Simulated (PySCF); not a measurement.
Broadened absorption spectrum of C5H10O2

Compound: C5H10O2.
InChI=1S/C5H10O2/c1-3-4-7-5(2)6/h3-4H2,1-2H3

Computed with PySCF 2.14.0, density-fitted response routines, TDDFT wB97X-D/def2-SVPD, vertical, gas phase, core orbitals frozen in the response. Geometry: GFN2-xTB, one conformer, isolated molecule. Torsions of this conformer, `[CH3:1][CH2:2][CH2:3][O:4][C:5]([CH3:6])=[O:7]`: C1–C2–C3–O4 178°, C2–C3–O4–C5 84°, C3–O4–C5–C6 179°.

Broadening: Gaussians 0.3 eV wide at half height, area fixed by f = 4.319×10⁻⁹ ∫ε dν̃. The width is an assumption, not a result. The curve ends short of the highest state used, and states not computed would add to its high-energy end.

λ (nm), ε (L mol⁻¹ cm⁻¹) and a bar:
```
    141.9        606 #
    143.8        436 #
    145.7        944 ##
    147.6       4643 #########
    149.4      11723 ######################
    151.3      16019 ##############################
    153.2      11734 ######################
    155.1       4932 #########
    156.9       1387 ###
    158.8        241 
    160.7         29 
    162.6          2 
    164.5          0 
    166.3          0 
    168.2          0 
    170.1          0 
    172.0          0 
    173.8          0 
    175.7          0 
    177.6          0 
    179.5          0 
    181.3          0 
    183.2          0 
    185.1          0 
    187.0          0 
    188.9          0 
    190.7          0 
    192.6          0 
    194.5          2 
    196.4          6 
    198.2         15 
    200.1         33 
    202.0         56 
    203.9         77 
    205.8         86 
    207.6         81 
    209.5         63 
    211.4         42 
    213.3         23 
    215.1         12 
    217.0          5 
    218.9          2 
    220.8          1 
    222.7          0
```

Question: Locate the maxima and give the states behind the curve.

Answer: 206 nm (6.02 eV), ε about 86, made up of S1 (100%); 151 nm (8.20 eV), ε about 16000, made up of S3 (95%) (ε in L mol⁻¹ cm⁻¹; maxima over ε = 5, shares over 10%). At its high-energy end, 8.74 eV, the curve is still rising (ε about 610, from S5). The states used: S1 6.02 eV (f 0.0010); S2 8.08 eV (f 0.014); S3 8.20 eV (f 0.169); S4 8.68 eV (f 0.0005); S5 8.76 eV (f 0.0063); S6 9.09 eV (f 0.0004); S7 9.27 eV (f 0.0003); S8 9.34 eV (f 0.013).

Question: What would ε be at 8.20 eV, the highest of these maxima, with half the width (0.15 eV)?

Answer: About 30900 L mol⁻¹ cm⁻¹ against 16000, a factor of about 1.9; a lone state at its own centre would give exactly 2.

Question: Coming from long wavelengths, where does ε first pass 100 L mol⁻¹ cm⁻¹?

Answer: At about 160 nm (7.77 eV), 1.75 eV above S1.

Question: Does any computed singlet lie in the visible range?

Answer: No computed singlet lies in the visible range (380 to 750 nm); the lowest, at 206 nm, stands 2.76 eV above its violet end (3.26 eV).
